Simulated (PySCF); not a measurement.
# Löwdin shares of the frontier orbitals

C4H4FNO.
SMILES with atom numbers: `[N:1]#[C:2][C@@H:3]1[CH2:4][C@H:5]([F:6])[O:7]1` (hydrogens: H8 on C3; H9, H10 on C4; H11 on C5)

Structure used (GFN2-xTB), in Å, numbered top down from 1:
```xyz
11
C4H4FNO angstrom
N      2.884    0.736    0.150
C      1.913    0.138    0.085
C      0.669   -0.594   -0.020
C     -0.484    0.173   -0.702
C     -1.142    0.086    0.676
F     -1.279    1.301    1.282
O     -0.078   -0.647    1.210
H      0.867   -1.601   -0.405
H     -0.990   -0.360   -1.501
H     -0.242    1.189   -1.006
H     -2.111   -0.419    0.775
```

Level of theory: TDDFT wB97X-D/def2-SVPD, vertical, gas phase, core orbitals frozen in the response (PySCF).

Frontier orbitals with the atoms that hold most of them (Löwdin shares over 4%, at most four atoms; ? is withheld):

```
orbital  ε (eV)                           atoms
 LUMO+2    2.32  C2 29%, C3 13%, N1 12%, H8 10%
 LUMO+1    1.81  C4 16%, H9 14%, C3 13%, H8 13%
   LUMO    1.33                               ?
   HOMO       ?                               ?
 HOMO-1  -11.63  N1 33%, C2 23%, C4 12%, C3 10%
 HOMO-2  -11.97   O7 37%, N1 13%, C4 13%, C2 9%
 HOMO-3  -12.30    N1 35%, C2 30%, O7 9%, F6 8%
```

**Question.** Give the leading atoms of the HOMO.

**Answer.** O7 (bonded to 2 C) 55%; C5 (bonded to C, F, O and H) 8%; F6 (bonded to C) 8%; C3 (bonded to 2 C, O and H) 6%. By element: oxygen 55%, carbon 15% or more, fluorine 8%.

**Question.** Which atoms hold the LUMO, and with what shares?

**Answer.** N1 (bonded to C) 27%; C2 (bonded to C and N) 23%; C3 (bonded to 2 C, O and H) 16%; O7 (bonded to 2 C) 14%. By element: carbon 38% or more, nitrogen 27%, oxygen 14%.

**Question.** What is the HOMO energy, and the HOMO–LUMO gap?

**Answer.** ε(HOMO) = -11.31 eV; the gap is 12.65 eV (0.4648 hartree).

**Question.** How does S1 compare with the orbital gap of 12.65 eV?

**Answer.** S1 is at 7.29 eV (f = 0.0033), 5.35 eV below the gap, made of HOMO-1→LUMO (78%). Its leading pair isn't HOMO and LUMO; the energies of that pair differ by 12.96 eV. Without the coupling terms of the response equations the lowest excitation would equal the gap.

**Question.** One configuration dominates each of S1 and S2. Which, and how do the shares of the two leading atoms of either orbital change from the occupied to the empty one?

**Answer.** 
- S1 (7.29 eV, f 0.0033), HOMO-1→LUMO (78%): N1 33% → 27%, C2 23% → 23%
- S2 (7.62 eV, f 0.0045), HOMO→LUMO (89%): O7 55% → 14%, C5 8% → at most 15%, N1 at most 7% → 27%, C2 at most 7% → 23%

Löwdin shares depend on the basis, the more so with diffuse functions.

The run took 27 s on an Arm Neoverse V2 with one thread, shared host.
